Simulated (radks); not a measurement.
Species: Sr. Configuration: [Kr] 5s1 5p1 (not the ground configuration). Method: Dirac Kohn-Sham, PBE, spin-unpolarised, spherical densities, finite nucleus; open shells fill j = l - 1/2 first; Fermi nuclear charge, rms radius 4.224 fm; computed with a radial shooting solver on a logarithmic mesh with Libxc functionals.

Spin-orbit splittings of the eigenvalues, e(l+1/2) - e(l-1/2), with zeta = 2 splitting/(2l+1) and mean radii in bohr:

2p: occ. 6; splitting (eV) 68.41; zeta (eV) 45.61; <r> j=l-1/2 0.1475; <r> j=l+1/2 0.1517
3p: occ. 6; splitting (eV) 10.49; zeta (eV) 6.991; <r> j=l-1/2 0.4913; <r> j=l+1/2 0.5018
3d: occ. 10; splitting (eV) 1.830; zeta (eV) 0.7320; <r> j=l-1/2 0.4961; <r> j=l+1/2 0.4998
4p: occ. 6; splitting (eV) 1.165; zeta (eV) 0.7766; <r> j=l-1/2 1.541; <r> j=l+1/2 1.574
5p: occ. 1; splitting (eV) 0.06826; zeta (eV) 0.04551; <r> j=l-1/2 5.614; <r> j=l+1/2 5.715
